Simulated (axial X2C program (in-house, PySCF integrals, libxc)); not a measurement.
## Bond lengths and stretching modes, held linear, of FInF⁻

Calculated with an in-house all-electron X2C program for linear molecules (integrals from PySCF): two-component X2C with atomic mean-field Coulomb and Gaunt terms, Gaussian nuclei, basis F dyall-av3z, In dyall-v3z with contracted cores. Spin-free rows use the one-electron spin-free X2C Hamiltonian.

Masses F 18.998, In 114.904, F 18.998 u. States: 2c Ω = 0 (all partner blocks equally filled); spin-free M_S = 0, Λ = 0 (closed shell).

MP2, spin-free: energies above the lowest point

| r(F–In) (Å) | r(In–F) (Å) | E (meV) |
| --- | --- | --- |
| 2.1664 | 2.1664 | 16.47 |
| 2.1664 | 2.2220 | 6.60 |
| 2.1664 | 2.2775 | 14.77 |
| 2.2220 | 2.1664 | 6.60 |
| 2.2220 | 2.2220 | 0.00 |
| 2.2220 | 2.2775 | 11.43 |
| 2.2220 | 2.3331 | 36.34 |
| 2.2775 | 2.1664 | 14.77 |
| 2.2775 | 2.2220 | 11.43 |
| 2.2775 | 2.2775 | 26.09 |
| 2.3331 | 2.2220 | 36.34 |
| 2.3331 | 2.3331 | 85.48 |

Fit a quadratic surface with cubic terms in each bond: where is the minimum, and what are the two stretching wavenumbers?

At MP2, spin-free: bonds 2.214 and 2.214 Å; harmonic stretches 308.9 and 318.8 cm⁻¹; force constants 0.97, 0.97 and coupling 0.17 mdyn/Å.

The other levels and Hamiltonians give:

| Hamiltonian | level | r(F–In) (Å) | r(In–F) (Å) | lower stretch (cm⁻¹) | upper stretch (cm⁻¹) |
| --- | --- | --- | --- | --- | --- |
| 2c | PBE0 | 2.223 | 2.223 | 291.6 | 309.4 |
| 2c | HF | 2.226 | 2.226 | 265.8 | 298.3 |
| 2c | PBE | 2.250 | 2.250 | 285.8 | 299.6 |
| 2c | MP2 | 2.215 | 2.215 | 308.6 | 318.9 |
| spin-free | PBE0 | 2.222 | 2.222 | 291.9 | 309.2 |
| spin-free | HF | 2.225 | 2.225 | 266.2 | 298.2 |
| spin-free | PBE | 2.249 | 2.249 | 286.1 | 299.5 |

Each state is one determinant, the lowest of a limited PBE0 search; the stretches come from a fit to these few points and carry an uncertainty of a few per cent. Other orders of the atoms were not compared. MP2 freezes inner shells (threshold -2 hartree). For an anion the highest level of a functional can be positive, and the basis then holds the extra electron. The molecule was held linear; bending was not examined, so a bent shape may lie lower.
